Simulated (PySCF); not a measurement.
Fractional electron number in Li²⁺ (lithium, charge +2)

The 1s alpha orbital of 1s1 is emptied in steps (occupation f), with all orbitals relaxed, ending at no electrons. Computed with PySCF 2.14 in aug-cc-pVTZ, with the non-relativistic Hamiltonian (point nucleus). The exact energy is a straight line in f; departures are measured from the line between the end points of the same method.

```json
{"f": "1", "UHF (eV)": "0.000"}
{"f": "0.75", "UHF (eV)": "0.000"}
{"f": "0.5", "UHF (eV)": "0.000"}
{"f": "0.25", "UHF (eV)": "0.000"}
{"f": "0", "UHF (eV)": "0.000"}
```

Task: For UHF, how does the orbital energy at f = 1 compare with the removal energy?

Result: −ε = 122.42 eV against a total-energy difference of 122.42 eV. By Janak's theorem ε = ∂E/∂f, so the gap between them reflects the curvature. Along the path −ε is 122.42 (f = 0.75), 122.42 (f = 0.5), 122.42 (f = 0.25) eV.

Reference removal energy between the ground levels: 122.45 eV (theoretical estimate listed by NIST; NIST Atomic Spectra Database, ionization energies). UHF lacks correlation.
